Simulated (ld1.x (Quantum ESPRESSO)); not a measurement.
The numbers below are computed, except where a source is named.
## Hardness and transferability of assorted potentials

Generated with ld1.x 7.5 (TM, RRKJ, ultrasoft, PAW), atompaw 4.2 or ONCVPSP 4.0.1. The cutoff is in Ry: for ld1.x and atompaw files where the sum of valence levels is converged to 10 mRy in a Bessel basis, for ONCV files where the hardest occupied wave has 1 mHa per electron of residual kinetic energy. The error is the largest all-electron minus pseudo excitation energy over each file’s own four to seven test configurations (ionisations up to +4, promotions, holes and added fractions of an electron), all of which were solved. The labels leave out finer settings (local radius, basis sizes, second energies), which also bear on the numbers. Spin-polarised tests are not counted. The rows are a selection from randomly drawn settings: files with unsolved tests, undetermined cutoffs or missed reference levels are left out.

A true bound ghost makes a file unfit for plane-wave use even where its test errors are small: the radial tests pick states by their node count and pass the ghost by.

| element | potential | cutoff (Ry) | largest error (meV) | bound ghosts |
| --- | --- | --- | --- | --- |
| C | RRKJ, PW91, non-relativistic, rc 1.10/1.70 (sp), local smoothed, core correction no, reference 2s2 2p1.5 | 50 | +412 | none |
| Ga | RRKJ, BLYP, scalar-relativistic, rc 1.65/2.10/1.15 (spd), local p, core correction no, reference 3d10 4s2 4p1 | 160 | -333 | s |
| Te | PAW, PBE, scalar-relativistic, rc 1.15/1.55/0.95 (spd), local smoothed, core correction yes, reference 4s2 4p6 4d10 5s2 5p2 | 140 | +83 | none |
| I | TM, PW91, scalar-relativistic, rc 1.55/1.40 (sp), local smoothed, core correction no, reference 5s2 5p3 | 140 | +70 | s, p, d |

**Question.** Fill in the row for Zn: TM, PBE, fully relativistic, rc 1.90/3.35 (sp), local s, core correction no, reference 4s2 4p0.

**Answer.** cutoff 12 Ry, largest error +160 meV, bound ghosts: none.

**Question.** Fill in the row for Ga: TM, LDA (PZ), scalar-relativistic, rc 2.60/3.00/2.66 (spd), local p, core correction no, reference 4s2 4p1.

**Answer.** cutoff 8 Ry, largest error +91 meV, bound ghosts: none.

**Question.** Fill in the row for Au: TM, PBE, scalar-relativistic, rc 1.95/2.95/1.55 (spd), local s, core correction no, reference 5d10 6s0 6p0.

**Answer.** cutoff 45 Ry, largest error -754 meV, bound ghosts: none.
